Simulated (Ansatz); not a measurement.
Several settings on one geometry of WO2(OH)2 (WO₄H₂) (that of the charge 0 singlet, PBE-D4/def2-SVP). Ansatz on 4 threads of Arm Neoverse V1 on a shared host; times are rough.

Cartesian coordinates in Å:
```
W 0.258 0.063 0.197
O 0.174 0.589 1.839
O 1.925 -0.078 -0.228
O -0.551 1.357 -0.936
H -1.038 2.146 -0.637
O -0.588 -1.634 0.060
H -0.179 -2.443 -0.297
```

Totals from different functionals, basis sets or treatments of relativity can't be compared as stabilities.

In the def2 sets W takes a core potential; there is no spin–orbit coupling. B3LYP takes the VWN-RPA correlation. HSE06 is defined as in plane-wave codes, on full-range PBE exchange. Correlated methods freeze 4 core orbitals; core or outer-core shells of W are correlated, in sets that lack core-valence functions.

The spins typed aren't always the lowest for that charge.

**Question.** Give the basis size and estimate the energy, ⟨S²⟩ and time of these runs.

| run | method | charge | state | further keys |
| --- | --- | --- | --- | --- |
| 1 | RKS HSE06, rpa/def2-SVPD | 0 | singlet | scf: {omitted_lower_state_checks: [starts]} |
| 2 | ROKS B3LYP-D3(BJ)/def2-mTZVP | 1 | doublet | – |
| 3 | ROKS revPBE0/def2-mTZVPP | 0 | triplet | scf: {omitted_lower_state_checks: [starts]}; forces asked |

**Answer.** 
```csv
run,functions,energy (Eh),⟨S²⟩,wall time
1,143,-368.4044,–,4.6 s
2,138,-369.1106,–,11 s
3,142,-369.1655,–,11 s
```
